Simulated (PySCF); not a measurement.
Molecule: `COC1(F)CCC1`, C₅H₉FO.

Bonds (- single, = double, # triple, : aromatic): C1-O2, O2-C3, C3-F4, C3-C5, C5-C6, C6-C7, C7-C3. C1 carries H8, H9, H10; C5 carries H11, H12; C6 carries H13, H14; C7 carries H15, H16.

Frames of a GFN2-xTB Langevin trajectory at 600 K; GIAO PBE0/pcSseg-1 shieldings in PySCF, gas phase, non-relativistic; equivalent atoms averaged within each frame.

Referencing at the same level of theory: TMS for 13C (σ = 186.93 ppm) and 1H (σ = 31.72 ppm); H2O for 17O (σ = 336.08 ppm); 19F (σ = 170.95 ppm) against CFCl3. The references are static minima.

Problem. How do the shifts (ppm) fluctuate along the trajectory?

Solution. 
```csv
time (fs),C3,C1,C5/C7,C6,O2,F4,H8/H9/H10,H12/H15,H11/H16,H14
optimised geometry,118.4,50.8,35.8,9.4,89.0,-125.9,3.50,2.51,2.54,1.81
250,123.4,61.9,43.5,2.8,123.9,-105.3,4.25,3.53,3.37,1.39
425,108.3,44.6,37.6,14.1,61.1,-112.5,2.89,1.97,3.36,0.24
625,107.9,59.3,36.9,11.0,87.3,-123.8,4.63,3.21,3.30,1.19
800,117.6,56.5,38.1,17.3,100.6,-120.2,3.73,2.90,1.92,2.84
1000,133.0,59.4,33.5,17.6,113.1,-100.8,4.87,2.53,2.62,3.44
mean of frames,118.0,56.3,37.9,12.6,97.2,-112.5,4.07,2.83,2.91,1.82
standard deviation,10.6,6.8,3.6,6.1,24.4,9.7,0.79,0.61,0.64,1.30
```

5 frames give an uncertainty of the mean of about the standard deviation over 2.2 at best, since frames this close in time may not be independent; classical motion lacks zero-point vibration, and the reference would need the same averaging.
